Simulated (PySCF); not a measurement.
# Worked example: chemical shift, span and skew from a shielding tensor

selenophene (C4H4Se), SMILES c1cc[se]c1. Atoms are numbered in the order given.

```xyz
9

C      0.0000    -0.7148    -1.6789
C      0.0000     0.7148    -1.6789
C      0.0000     1.2888    -0.4333
Se     0.0000     0.0000     0.9093
C      0.0000    -1.2888    -0.4333
H      0.0000    -1.3095    -2.5964
H      0.0000     1.3095    -2.5964
H      0.0000     2.3513    -0.1881
H      0.0000    -2.3513    -0.1881
```
Charge 0, spin multiplicity 1.

The structure is a stationary point at r2SCAN-D4/def2-SVP.

GIAO shieldings from PBE0/pcSseg-1 in PySCF, non-relativistic, no solvent. The symmetric part of the tensor of C1 has the principal values -34.2, 38.7, 146.9 ppm. The same nucleus in TMS has σ = 186.3 ppm at this level (PySCF, at its B3LYP-D3(BJ)/def2-TZVP geometry).

**Question.** Work out the isotropic shielding, the ¹³C shift against TMS, the span and the skew.

**Answer.** 
σ(iso) = (σ11 + σ22 + σ33)/3 = 50.5 ppm. δ = σ(ref) − σ(iso) = 186.3 − (50.5) = 135.8 ppm.
Span Ω = σ33 − σ11 = 181.1 ppm. Skew κ = 3(σ(iso) − σ22)/Ω = 0.19. Tumbling in solution averages the tensor to δ; in a static solid the shielding alone would spread this spin-1/2 line over Ω.
